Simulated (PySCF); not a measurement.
**Effect of structural changes**

Computed, not measured: TDDFT wB97X-D/def2-SVPD circular dichroism and optical rotation, one conformer, gas phase in PySCF 2.14.0. Geometry: GFN2-xTB.

Each molecule in one low-energy conformer. The parent is C=C1C[Si@@H]([SeH])[C@H]1F.

The molecule is flexible and this is one conformer; a measurement averages over conformers. The calculation is non-relativistic, which matters for the atoms heavier than Zn.

**Question.** How does the specific rotation at 589.3 nm (origin-invariant length gauge) change along this series?
- C=C1C[Si@@H]([SeH])[C@H]1F (base)
- C=C1C[Si@@H]([SeH])[C@@H]1F (diastereomer)

**Answer.** 
```tsv
molecule	[α]589 (deg dm⁻¹ (g/mL)⁻¹)	S1 (eV)	R(S1), velocity form (10⁻⁴⁰ esu² cm²)
C=C1C[Si@@H]([SeH])[C@H]1F	-119.8	5.48	-4.3
C=C1C[Si@@H]([SeH])[C@@H]1F	-67.9	5.44	+4.3
```
The specific rotation at 589.3 nm (origin-invariant length gauge) is lowest for C=C1C[Si@@H]([SeH])[C@H]1F and highest for C=C1C[Si@@H]([SeH])[C@@H]1F.
